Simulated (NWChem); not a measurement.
System: CdIBr; SMILES [Br][Cd][I]

Here is an NWChem input.

```
start job
memory heap 200 mb stack 900 mb global 1100 mb
geometry units angstroms noautoz
  Cd    -0.042469     0.352238     0.000000
  Br    -0.173169     2.776453     0.000000
  I      0.097496    -2.245311     0.000000
end
basis spherical
  * library def2-tzvp
end
ecp
  Cd library def2-ecp
  I library def2-ecp
end
dft
  xc xpbe96 cpbe96
  iterations 150
  mulliken
end
task dft energy
```

Structure relaxed at the PBE-D3(BJ)/def2-SVP level. def2 effective core potentials on Cd, I; no spin-orbit coupling.

Q: Give the results of this calculation. (PBE/def2-TZVP with def2 effective core potentials on Cd, I.) Quantities: energy (Ha); highest occupied level (eV); orbital gap (eV); dipole (D).

A: 
```json
{
  "energy (Ha)": "-3039.35",
  "highest occupied level (eV)": "-6.78",
  "orbital gap (eV)": "3.53",
  "dipole (D)": "0.65"
}
```
